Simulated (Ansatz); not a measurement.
```yaml
crystal:
  periodic: [false, false, false]
  atoms:
    - {symbol: Na, position_ang: [0.027653, 2.032242, -2.781719]}
    - {symbol: Na, position_ang: [1.172919, -0.536841, -0.772572]}
    - {symbol: K, position_ang: [0.428048, -2.437274, 2.745852]}
    - {symbol: K, position_ang: [-1.628619, 0.941873, 0.808429]}
basis:
  gaussian: {orbitals: def2-TZVP, final_grid: {core_spheres: 20, valence_spheres: 16, degree: 47}}
total_charge: -1
magnetization: {spin_polarized: false, initial_magnetization: 1}
hamiltonian: {xc: {name: SPW92}}
scf: {omitted_lower_state_checks: [starts]}
output: {forces: true}
```

```sh
$ ansatz run in.yaml --threads 4 --pin off --events-out ev --progress --plain --max-ram 3916MiB
```

Shortened log:

```
Functional definition: SPW92
1204 factors; their error is unknown
mean field evaluation 1: about -41342.0624 eV, gradient 9.8e0 eV
mean field evaluation 2: about -41341.1563 eV, gradient 1.3e1 eV
mean field evaluation 4: about -41342.2931 eV, gradient 1.7e0 eV
mean field evaluation 8: about -41342.3441 eV, gradient 1.2e-1 eV
mean field evaluation 16: about -41342.3092 eV, gradient 3.5e-4 eV
mean field -41342.30924561 eV, -1519.3018419526 hartree, gradient 4.5e-6 eV, S^2 0.750000; 0 other end points of the search recorded, 0 dependent functions left out
reference -41342.30928215 eV, -1519.3018432951 hartree; 31, 30 occupied and 99, 100 virtual orbitals, 1204 factors
Total energy: -41342.30928215 eV, -1519.3018432951 hartree
Atom 0 at     0.027653     2.032242    -2.781719 Å, force    -0.003877    -0.068717     0.097879 eV/Å
Atom 1 at     1.172919    -0.536841    -0.772572 Å, force     0.121000    -0.075692    -0.052398 eV/Å
Atom 2 at     0.428048    -2.437274     2.745852 Å, force    -0.000085     0.069533    -0.093776 eV/Å
Atom 3 at    -1.628619     0.941873     0.808429 Å, force    -0.117038     0.074877     0.048296 eV/Å
Dipole moment:     0.013048    -0.257717     0.331561 e Å
Checks for a lower state left out: starts
```

It took 3.1 s on 4 threads of Arm Neoverse V2 on a shared host.

The highest occupied level of an anion often lies above zero with these methods, and sets without diffuse functions describe the outer electron poorly.

With spin_polarized false and unpaired electrons the run is restricted open-shell.

The dipole of an ion depends on the origin.
